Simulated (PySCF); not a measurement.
## Shapes and spin states of FeI₂⁺

Computed with PBE0/[Fe def2-SVP, I def2-SVP with ECP28], scalar-relativistic core potentials, density fitting, no spin–orbit coupling, PySCF.

Relaxations began from a few typed shapes and spin states; open shells are unrestricted. The search is not exhaustive: other isomers or separated fragments can lie lower, and high-lying points may rest on an excited occupation.

(1) Which is the lowest minimum found?
A. broken-symmetry Ms = 3/2 (⟨S²⟩ 4.61) D∞h: Fe–I 2.511 Å (×2); I–Fe–I 180.0°
B. sextet C2v: Fe–I 2.419 Å (×2); I–Fe–I 180.0°
C. broken-symmetry Ms = 1/2 (⟨S²⟩ 2.50) D∞h: Fe–I 2.452 Å (×2); I–Fe–I 180.0°
D. sextet D∞h: Fe–I 2.419 Å (×2); I–Fe–I 180.0°

## Answers

(1) D. The others lie at 0.0 (sextet C2v), 28.2 (broken-symmetry Ms = 3/2 D∞h), 151.0 (broken-symmetry Ms = 1/2 D∞h) kJ/mol above it.

Formally Fe is in oxidation state +3, d5, with 5 unpaired electrons (the high-spin count). The Mulliken spin on Fe is 4.02. The polar-tensor charge on Fe, 1.12, is far below the formal one.

For the lowest minimum: open d and f shells are described by one determinant, and the ground state may have another occupation or spin. With an element this heavy the missing spin–orbit coupling can shift these numbers.

The electron or spin density has lower symmetry than the nuclear frame for the broken-symmetry Ms = 3/2 (⟨S²⟩ 4.61) D∞h at 28.2 kJ/mol, broken-symmetry Ms = 1/2 (⟨S²⟩ 2.50) D∞h at 151.0 kJ/mol.
